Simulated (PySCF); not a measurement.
Compound: C6H7N3S.
Bonds: C1–C2 (double), C2–C3, C3–C4 (aromatic), C4–C5 (aromatic), C5–S6, S6–C7, C5–N8 (aromatic), N8–N9 (aromatic), N9–N10 (aromatic), C3–N10 (aromatic). Hydrogens: H11, H12 on C1; H13 on C2; H14 on C4; H15, H16, H17 on C7.

The same species was optimised twice, with GFN2-xTB and with PBE0-D3(BJ)/def2-SVP (PySCF), and the same property calculations (PySCF, gas phase) were run on both structures.

| coordinate | GFN2-xTB | PBE0-D3(BJ)/def2-SVP | change |
| --- | --- | --- | --- |
| N8–N9 (Å) | 1.292 | 1.315 | +0.023 |
| N9–N10 (Å) | 1.277 | 1.293 | +0.016 |
| S6–C7 (Å) | 1.812 | 1.801 | -0.011 |
| C2–C3 (Å) | 1.454 | 1.465 | +0.011 |
| C1=C2 (Å) | 1.328 | 1.337 | +0.009 |
| C3–C4 (Å) | 1.391 | 1.386 | -0.005 |
| C3–N10 (Å) | 1.348 | 1.353 | +0.005 |
| C5–S6 (Å) | 1.741 | 1.744 | +0.003 |
| C4–C5 (Å) | 1.396 | 1.398 | +0.002 |
| C5–N8 (Å) | 1.334 | 1.334 | 0.000 |
| N8–N9–N10 (°) | 123.4 | 122.0 | -1.4 |
| C4–C5–S6 (°) | 121.0 | 120.0 | -1.0 |
| C5–S6–C7 (°) | 100.3 | 101.2 | +0.9 |
| C4–C3–N10 (°) | 119.6 | 120.5 | +0.9 |
| S6–C5–N8 (°) | 118.2 | 118.9 | +0.7 |
| C2–C3–N10 (°) | 118.2 | 117.6 | -0.6 |
| C1–C2–C3 (°) | 122.7 | 123.3 | +0.6 |
| C5–N8–N9 (°) | 119.8 | 120.2 | +0.4 |
| C1–C2–C3–C4 (°) | 180 | 180 | 0 |
| C4–C5–S6–C7 (°) | 180 | 180 | 0 |

Rotational constants: A = 3487, B = 645.4, C = 546.5 MHz (GFN2-xTB) against A = 3430, B = 640.7, C = 541.7 MHz (PBE0-D3(BJ)/def2-SVP). Atoms that the bonding makes alike are paired by their places after alignment.

On the GFN2-xTB structure: HOMO (eV) -6.94 [PBE0/pcSseg-1]; LUMO (eV) -2.08 [PBE0/pcSseg-1]; dipole (D) 3.34 [PBE0/pcSseg-1]; GIAO shielding of C1 (ppm) 49.8 [PBE0/pcSseg-1]; GIAO shielding of C2 (ppm) 47.7 [PBE0/pcSseg-1]; GIAO shielding of C3 (ppm) 34.1 [PBE0/pcSseg-1]; GIAO shielding of C4 (ppm) 68.4 [PBE0/pcSseg-1]; GIAO shielding of C5 (ppm) 14.7 [PBE0/pcSseg-1]; GIAO shielding of S6 (ppm) 469.5 [PBE0/pcSseg-1]; GIAO shielding of C7 (ppm) 167.4 [PBE0/pcSseg-1]; GIAO shielding of N8 (ppm) -136.0 [PBE0/pcSseg-1].

Task: What do these properties become on the PBE0-D3(BJ)/def2-SVP structure?

Result: 
```tsv
property	level	on GFN2-xTB	on PBE0-D3(BJ)/def2-SVP	change
HOMO (eV)	PBE0/pcSseg-1	-6.94	-7.17	-0.23
LUMO (eV)	PBE0/pcSseg-1	-2.08	-2.09	-0.01
dipole (D)	PBE0/pcSseg-1	3.34	3.41	+0.07
energy, GFN2-xTB geometry as zero (kcal/mol)	PBE0/pcSseg-1	0.0	-1.3	-1.3
GIAO shielding of C1 (ppm)	PBE0/pcSseg-1	49.8	47.2	-2.6
GIAO shielding of C2 (ppm)	PBE0/pcSseg-1	47.7	44.8	-2.9
GIAO shielding of C3 (ppm)	PBE0/pcSseg-1	34.1	32.5	-1.6
GIAO shielding of C4 (ppm)	PBE0/pcSseg-1	68.4	68.4	0.0
GIAO shielding of C5 (ppm)	PBE0/pcSseg-1	14.7	14.1	-0.6
GIAO shielding of S6 (ppm)	PBE0/pcSseg-1	469.5	468.6	-0.9
GIAO shielding of C7 (ppm)	PBE0/pcSseg-1	167.4	167.0	-0.4
GIAO shielding of N8 (ppm)	PBE0/pcSseg-1	-136.0	-146.8	-10.8
```

The heavy atoms differ by 0.026 Å rms after alignment. Among bonds between heavy atoms N8–N9 changes most (+0.023 Å). Changes are differences of the printed values. Neither structure is proved a minimum here.

Shape of the structure used: `[CH2:1]=[CH:2][c:3]1[cH:4][c:5]([S:6][CH3:7])[n:8][n:9][n:10]1`: C1–C2–C3–C4 180°, C4–C5–S6–C7 180°.
